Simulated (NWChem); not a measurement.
System: InF, singlet; SMILES [F][In]

Computed with NWChem. Low-valent species are run as closed-shell singlets; no triplet was tried in these runs. Geometry: optimised at PBE0/def2-SVP. def2 effective core potentials on In; no spin-orbit coupling.

Question: Estimate the computed values for N12/def2-SVP. Quantities: highest occupied level (eV); orbital gap (eV); dipole (D).

Answer: The highest occupied level (eV) is -6.15. The orbital gap (eV) is 4.23 and the dipole (D) comes out as 2.84.
